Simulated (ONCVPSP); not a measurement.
# iodine (I): one change to an ONCV potential, before and after

iodine (I), optimised norm-conserving Vanderbilt (ONCV), made with ONCVPSP 4.0.1 (LDA (Perdew-Wang 92), scalar-relativistic). Core [Kr], reference 4d10 5s2 5p5. Waves: 5s: rc 1.50 bohr, ncon 4, nbas 7, qcut 4.7 1/bohr, 1 projector; 5p: rc 2.20 bohr, ncon 5, nbas 8, qcut 3.5 1/bohr, 3 projectors, debl 0.9 Ha; 4d: rc 1.45 bohr, ncon 4, nbas 8, qcut 8.5 1/bohr, 2 projectors, debl 0.3 Ha. Local part: polynomial inside 1.10 bohr (lpopt 5, dvloc0 0 Ha). Core correction: Teter function fitted to the true core (icmod 2), fcfact 0.45.

In the d channel the program set the typed energies aside and used -1.850, 0.250 Ha.

Change: local potential polynomial inside 1.10 bohr (lpopt 5, dvloc0 9 Ha).

Cutoffs: the cutoffs (Ha) at which the residual kinetic energy of the hardest occupied pseudo-wave falls to 1 and 0.1 mHa per electron; they do not see the model core or the augmentation charge, which bear on the density cutoff. Errors are all-electron minus pseudo energies relative to the spin-unpolarised reference configuration.

Predict the effect on cutoff, ghosts and configuration errors.

The potential gets neither clearly harder nor softer (45 Ha and 103 Ha → 45 Ha and 103 Ha); both files keep a bound ghost (p, s); the lowest positive-energy flag moves from p at 56.4 eV to none; of the 4 tests that both files solve, the error grows in 2 and shrinks in 1 by more than 15 % and 0.3 meV (median size 1.9 → 3.2 meV); the range in which the s phases agree widens (upper end 1.0 → 3.4).

| quantity | base | changed |
| --- | --- | --- |
| cutoff, loose | 45 Ha | 45 Ha |
| cutoff, tight | 103 Ha | 103 Ha |
| bound ghosts | s, p | s, p |
| GHOST(+) flags under 300 eV | p at 56.4 eV | none |
| error for 4d10 5s2 5p4, meV [ΔE 11.30 eV] | -2.2 | -2.8 |
| error for 4d10 5s2 5p3, meV [ΔE 31.36 eV] | -1.6 | -5.3 |
| error for 4d10 5s2 5p2, meV [ΔE 60.97 eV] | +8.7 | -3.6 |
| error for 4d10 5s2 5p4.5, meV [ΔE 4.61 eV] | -1.1 | -1.3 |
| s: phases at 1.53 bohr within 0.05 rad from the reference energy up to (Ha; the scan ends near 5) | 1.0 | 3.4 |
| p: phases at 2.24 bohr within 0.05 rad from the reference energy up to (Ha; the scan ends near 5) | 3.3 | 3.3 |
| d: phases at 1.47 bohr within 0.05 rad from the reference energy up to (Ha; the scan ends near 5) | to the end of the scan | to the end of the scan |
| rms error of d²Exc/dni dnj with the model core, mHa | 1.10 | 1.10 |

 A true bound ghost makes a file unfit for plane-wave use even where its test errors are small: the radial tests pick states by their node count and pass the ghost by.
